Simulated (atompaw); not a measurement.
Before and after: PAW (atompaw) potential for Cr (Z = 24)

* Element: Cr (Z = 24)
* Generator: atompaw 4.2.0.5
* Type: PAW
* Functional: PBE
* Relativity: scalar-relativistic
* Frozen core: [Ar]
* Valence charge: 6
* Reference configuration: 3d5 4s0.5 4p0 (charge +0.5)
* Partial waves: 4s (bound): rc 3.00 bohr; 4s channel at 0.65 Ry: rc 2.60 bohr; 4p (bound, empty): rc 3.00 bohr; 4p channel at 0.8 Ry: rc 3.00 bohr; 3d (bound): rc 2.10 bohr; 3d channel at 0.75 Ry: rc 2.10 bohr
* Local potential: troulliermartins scheme with l = 3 at 1 Ry, radius 2.15 bohr
* Core correction: smooth core density matched at 2.20 bohr
* Augmentation charge: sinc compensation charge, radius 2.90 bohr; PAW radius 3.00 bohr; waves and projectors: custom rrkj gramschmidtortho

All-electron outer shells of the reference configuration (PBE, scalar-relativistic, ld1.x):

| shell | level (eV) | outermost node (bohr) | outermost maximum (bohr) |
| --- | --- | --- | --- |
| 3p | -48.75 | 0.33 | 0.80 |
| 4s | -6.86 | 1.12 | 2.68 |
| 3d | -6.21 | – | 0.84 |
| 4p | -3.36 | 1.24 | 3.52 |

Change: all radii scaled by about 0.84 (s 2.52, p 2.52, d 1.76 bohr); local potential troulliermartins scheme with l = 3 at 1 Ry, radius 1.80 bohr; augmentation sinc compensation charge, radius 2.44 bohr; PAW radius 2.52 bohr; waves and projectors: custom rrkj gramschmidtortho; core correction smooth core density matched at 1.84 bohr.

Cutoffs: the cutoffs (Ry, on a coarse ladder) from which the occupation-weighted sum of valence levels, in a spherical-Bessel basis at the reference potential, stays within 10 and 1 mRy of its value at 400 Ry; they do not see the model core or the augmentation charge, which bear on the density cutoff.

Q: What does the change do?

A: The potential gets harder (21 Ry and 35 Ry → 35 Ry and 50 Ry); both files keep a bound ghost (s); the p channel binds one level more than in the base. A smaller radius makes the pseudo-wave follow the all-electron one further in, where it bends more sharply, so more plane waves are needed.

| quantity | base | changed |
| --- | --- | --- |
| cutoff, loose | 21 Ry | 35 Ry |
| cutoff, tight | 35 Ry | 50 Ry |
| loose cutoff by channel (10 mRy a level) | s 6 Ry, d 18 Ry | s 6 Ry, d 30 Ry |
| bound ghosts | s | s |
| lowest overlap eigenvalue by channel | s 0.51, p 0.52, d 0.25 | s 0.29, p 0.62, d 0.96 |

 A true bound ghost makes a file unfit for plane-wave use even where its test errors are small: the radial tests pick states by their node count and pass the ghost by. The cutoffs see the waves, projectors and local potential, not the compensation charge or the core.
